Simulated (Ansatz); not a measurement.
Computed with Ansatz on PBE0-D4/def2-TZVP structures; ΔE is electronic, products minus reactants. CCSD(T)/CBS adds triple-zeta CCSD(T) − MP2 to the extrapolated MP2 energy (def2 sets, frozen cores). Functionals use def2-TZVPP. One conformer a species, not always the lowest.

`C=C(Cl)O[SiH3]` + `OC[SiH2]S` → `[SiH3]OC[SiH2]S` + `C=C(O)Cl`  (ligand exchange at the Si–O bond)

`C=C(Cl)O[SiH3]`:

```xyz
10

C     0.499    1.163   -1.727
C    -0.094    0.528   -0.729
Cl   -1.824    0.593   -0.523
O     0.550   -0.198    0.183
Si   -0.060   -1.046    1.485
H    -0.076    1.737   -2.436
H     1.575    1.103   -1.825
H     1.154   -1.628    2.098
H    -0.983   -2.114    1.037
H    -0.741   -0.138    2.438
```

`OC[SiH2]S`:

Z-matrix (Å, degrees):
```
C
Si 1 1.886
O 1 1.420 2 107.3
H 1 1.100 2 109.2 3 121.3
H 1 1.098 2 109.0 3 -121.3
S 2 2.134 1 109.7 3 58.2
H 2 1.486 1 109.2 3 -64.7
H 2 1.486 1 110.1 3 175.0
H 3 0.960 1 109.0 2 -177.0
H 6 1.346 2 92.2 1 -48.3
```

`[SiH3]OC[SiH2]S`:

Z-matrix (Å, degrees):
```
Si
O 1 1.648
H 1 1.481 2 106.3
H 1 1.489 2 110.5 3 -120.1
H 1 1.489 2 110.4 3 120.1
C 2 1.422 1 121.1 3 -179.0
Si 6 1.887 2 107.6 1 178.6
H 6 1.100 2 110.9 1 -61.0
H 6 1.098 2 111.0 1 58.2
S 7 2.132 6 109.8 2 -58.1
H 7 1.485 6 108.7 2 64.4
H 7 1.485 6 110.4 2 -174.9
H 10 1.345 7 92.5 6 51.9
```

`C=C(O)Cl`:

```xyz
7

C    -0.151    0.870   -0.233
C    -0.148   -0.451   -0.112
O     0.599   -1.191    0.725
Cl   -1.157   -1.465   -1.061
H    -0.798    1.357   -0.945
H     0.500    1.479    0.383
H     1.154   -0.599    1.244
```

```tsv
level	ΔE (eV)
r2SCAN-D4	-0.01
ωB97X-V	-0.01
```

What does CCSD(T)/CBS give? (Estimate.)

Ansatz gave: 0.00 eV. The listed levels differ from it by -0.01, -0.01 eV.

Largest T1 diagnostic among the species: 0.012.
